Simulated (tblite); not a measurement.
Species: C₈H₇N.
Bonds: C1–C2 (double), C2–C3, C3–C4 (triple), C4–N5, N5–C6 (aromatic), C6–C7 (aromatic), C7–C8 (aromatic), C8–C9 (aromatic), N5–C9 (aromatic). Hydrogens: H10, H11 on C1; H12 on C2; H13 on C6; H14 on C7; H15 on C8; H16 on C9.

Structure optimised with GFN2-xTB, isolated species.

Q: List the bond lengths and angles at this level.

A: 
| bond | length (Å) |
| --- | --- |
| C1=C2 | 1.330 |
| C2–C3 | 1.405 |
| C3≡C4 | 1.207 |
| C4–N5 | 1.334 |
| N5–C6, N5–C9 | 1.369 |
| C6–C7, C8–C9 | 1.364 |
| C7–C8 | 1.415 |
| C1–H10 | 1.076 |
| C1–H11 | 1.077 |
| C2–H12 | 1.083 |
| C6–H13, C9–H16 | 1.072 |
| C7–H14, C8–H15 | 1.072 |

Bonds in one row agree within 0.01 Å and their mean is given. A selection of angles:
| angle | degrees |
| --- | --- |
| C1–C2–C3 | 123.8 |
| C2–C3–C4 | 179.3 |
| C3–C4–N5 | 179.9 |
| C4–N5–C6 | 125.6 |
| C6–N5–C9 | 109.0 |
| N5–C6–C7 | 108.1 |
| C6–C7–C8 | 107.4 |

The 5-membered ring N5–C6–C7–C8–C9 has internal angles of 107.4° to 109.0° (sum 540°, against 540° for a flat polygon); it is planar, 0.00 Å rms from its mean plane, widest ring torsion 0°. The C–N distances run from 1.334 Å (C4–N5, drawn single) to 1.370 Å (N5–C9, aromatic), a spread of 0.036 Å. The C–C distances run from 1.207 Å (C3≡C4, drawn triple) to 1.415 Å (C7–C8, aromatic), a spread of 0.208 Å. N5 (pyrrole-type nitrogen) is planar (angles 125.6°, 125.5° and 109.0°, sum 360.0°, 0.00 Å off the plane of its three neighbours).

Point group: near Cs, missed by 0.27 Å at most; the miss may be what the optimiser left on a soft mode. Its GFN2-xTB frequencies are all real (lowest 51 cm⁻¹).

The numbers are calculated, not measured.
